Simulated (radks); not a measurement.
Correlation energies from several functionals, in hartree. Species: N [He] 2s2 2p3; Ca5+ [Ne] 3s2 3p3; Zr4+ [Kr]. All-electron calculation, non-relativistic Kohn-Sham, exchange-only PBE, spin-polarised, spherical densities, point nucleus. Program: a radial shooting solver on a logarithmic mesh with Libxc functionals. Every spin shell is full or empty, so the densities are truly spherical. Functionals are evaluated on that one density, not self-consistently.

| functional | N | Ca5+ | Zr4+ |
|---|---|---|---|
| PW92 | -0.42535 | -1.2907 | -3.4733 |
| PZ | -0.41980 | -1.2834 | -3.4716 |
| Wigner | -0.26684 | -0.71991 | -1.9382 |
| Chachiyo | -0.41174 | -1.2659 | -3.4268 |
| LYP | -0.19201 | -0.64368 | -1.8257 |
| AM05 | -0.37898 | -1.1718 | -3.2169 |
| OP (B88) | -0.19251 | -0.61559 | -1.7757 |
| TPSS | -0.18231 | -0.58665 | -1.8571 |
| revTPSS | -0.19064 | -0.59925 | -1.8812 |
| SCAN | -0.17997 | -0.58258 | -1.8424 |
| r2SCAN | -0.18102 | -0.58852 | -1.8590 |
| B95 | -0.18971 | -0.71610 | -2.2730 |
